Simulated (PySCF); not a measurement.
## Bond length, frequency and bond energy of AsP by level of theory

State: ¹Σ⁺ (singlet), closed shell. Set-up: basis As 6-31G(d,p), P 6-31G(d,p); no relativity; PySCF 2.14. De refers to As + P in their high-spin ground configurations, without counterpoise correction. A positive dipole means As(−)P(+).

```csv
Level,Re (Å),ωe (cm⁻¹),De (eV),μ (D)
RHF,1.963,713,0.72,-0.49
RHF-MP2,2.047,550,3.58,n/a
RHF-SCS-MP2,2.042,561,3.49,n/a
RHF-CCSD,2.018,617,3.11,n/a
RHF-CCSD(T),2.033,591,3.44,n/a
PBE,2.026,603,4.52,-0.47
r²SCAN,2.006,629,4.09,-0.46
TPSSh,2.005,631,4.13,-0.46
PBE0,1.997,646,4.00,-0.49
M06,2.003,635,4.48,-0.76
MN15,1.980,665,3.90,-0.40
LC-ωPBE,1.958,709,3.41,-0.52
```

Task: Which functional lies closest to RHF-CCSD(T) in De, which farthest, and by how much do they differ from it?

Result: Closest is LC-ωPBE (-7.5 pm in Re, +20.0 % in ωe, -0.03 eV in De against RHF-CCSD(T) in the same basis), farthest PBE (-0.7 pm in Re, +2.0 % in ωe, +1.08 eV in De). CCSD(T) converges more slowly with the basis than the functionals do and binds too weakly in this one, so the order can change at the basis-set limit.

Task: What does the step from GGA to meta-GGA do here, going from PBE to r²SCAN?

Result: r²SCAN less PBE: -2.0 pm in Re, +4.3 % in ωe, -0.43 eV in De. 

Task: What does second-order correlation do here, going from RHF to RHF-MP2?

Result: RHF-MP2 less RHF: +8.4 pm in Re, -22.9 % in ωe, +2.86 eV in De. Correlation nearly always deepens the well. The bond lengthens, as in strong covalent bonds, where excitations into antibonding orbitals dominate.

Correlated steps freeze 14 core orbitals. Correlated levels converge slowly with the basis: in double zeta they bind strong bonds too weakly, by up to about 1 eV, and carry superposition errors of some tenths. Where the molecule has an RHF reference, its open-shell atoms are computed with UHF.

The whole job (state search and all levels along the bond) took about 1.6 min on 1 thread of Intel Xeon Platinum 8559C (shared host), peak memory 0.6 GiB.
